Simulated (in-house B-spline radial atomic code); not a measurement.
A calculation on Se5+: its settings, and results tabulated from the run. Method: scalar-relativistic (X2C) r2SCAN, spin-polarised, spherical fractional occupations, Fermi nucleus of rms radius 4.14 fm. Calculated with a radial B-spline atomic code at the basis-set limit.

Command:
```bash
python run_scf.py task.json out
```
Settings (nuclear radius in fm, mass in u):
```
Z                34
configuration    [Ar] 3d10 4s1
hamiltonian      x2c
method           r2scan
spin_polarised   True
nucleus          fermi
rms_radius       4.14
atomic_mass      79.91652
speed_of_light   137.035999084
```

Output (hartree, bohr):
```
 radial grid: 68 intervals, B-splines of order 8, outer radius 18.2456 bohr

 iter        energy (Eh)    residual
    1       -2423.501465    6.48e-02
    2       -2423.506097    2.18e-03
    3       -2423.506169    9.51e-04
    4       -2423.506170    4.57e-04
    5       -2423.506171    3.46e-05
    6       -2423.506171    5.22e-06
    7       -2423.506171    7.80e-07
    8       -2423.506171    4.18e-08

 total energy                     -2423.50617
 kinetic                            2481.4626
 electron-nucleus                  -5777.4630
 Hartree                             959.1982
 exchange-correlation                -86.7040

 orbital      occ     eigenvalue          <r>       <r^2>       <1/r>       r_max
 1s up      1.000      -462.8606    0.0436831  0.00258159     35.3247     0.02833
 1s down    1.000      -462.8557    0.0436835  0.00258163     35.3243     0.02833
 2s up      1.000       -62.0570     0.195386   0.0451038     7.77965      0.1643
 2s down    1.000       -62.0555     0.195392   0.0451055     7.77914      0.1643
 2p up      3.000       -54.8226     0.170955   0.0358027     7.48863      0.1316
 2p down    3.000       -54.8201     0.170961   0.0358045     7.48837      0.1316
 3s up      1.000       -10.5888     0.572124    0.376669     2.51812      0.5015
 3s down    1.000       -10.5821      0.57198    0.376298     2.51785      0.5017
 3p up      3.000        -8.2940     0.587327    0.404091     2.34429      0.5001
 3p down    3.000        -8.2860     0.586665    0.402791     2.34558      0.5002
 3d up      5.000        -4.5151     0.620173    0.475998     2.04846      0.4537
 3d down    5.000        -4.5016     0.616112    0.468016     2.05621      0.4535
 4s up      1.000        -2.8187      1.53929     2.66106    0.867662       1.398
```

Cost of the run: 0.4 s on 1 thread of Arm Neoverse V1 (shared host).

One-electron X2C: radii and densities carry no picture-change correction, so inner-shell <1/r> comes out high (for 1s by about 2 % at Z = 33, 5 % at 54, 10 % at 75, 30 % at 118) and <r> low.
